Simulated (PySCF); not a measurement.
Species: C5H6O2.
Atom-mapped SMILES: `[O:1]=[CH:2][O:3][CH:4]=[C:5]1[CH2:6][CH2:7]1`

Computed, not measured: delta-SCF UKS SCAN, pcX-2 on the ionised atom, pcseg-1 elsewhere, spin-free X2C (PySCF). Vertical ΔSCF values, vacuum level as zero.

Some binding energies are withheld.

| atom(s) | bonded to | level | binding energy (eV) |
| --- | --- | --- | --- |
| C2 | O (double bond), O and H | C 1s | ? |
| C4 | O, C (double bond) and H | C 1s | ? |
| C5 | C (double bond) and 2 C | C 1s | 290.60 |
| C6 | 2 C and 2 H | C 1s | ? |
| C7 | 2 C and 2 H | C 1s | 291.05 |
| O1 | C (double bond) | O 1s | 537.86 |
| O3 | 2 C | O 1s | 539.89 |

Problem. What is the C 1s binding energy of C2?

Solution. 294.43 eV (ester carbonyl carbon). The nearest listed C 1s value is that of C7; the shift against it is +3.38 eV.

Problem. Fill in C 1s for C4.

Solution. 292.03 eV (vinylic carbon bearing oxygen). The nearest listed C 1s value is that of C7; the shift against it is +0.98 eV.

Problem. Fill in C 1s for C6.

Solution. 291.10 eV (allylic carbon). The nearest listed C 1s value is that of C7; the shift against it is +0.05 eV.

Lowest listed C 1s: C5, bonded to C (double bond) and 2 C. Highest, 3.83 eV above it: C2, bonded to O (double bond), O and H. The widest gap between neighbouring values is 2.40 eV, between 292.03 and 294.43 eV. The values 291.05 and 291.10 eV lie too close for their order to be trusted.

Problem. What is the O 1s shift of O1 against O3?

Solution. 537.86 − 539.89 = -2.03 eV, or -196 kJ/mol.

The unrestricted hole states depart most from a pure doublet (⟨S²⟩ = 0.75; over 0.85 named) for C 1s of C2 (0.86), which makes this value less certain. Isolated species at its GFN2-xTB geometry (one conformer only).

Shape of the structure used: `[O:1]=[CH:2][O:3][CH:4]=[C:5]1[CH2:6][CH2:7]1`: O1–C2–O3–C4 0°, C2–O3–C4–C5 180°.
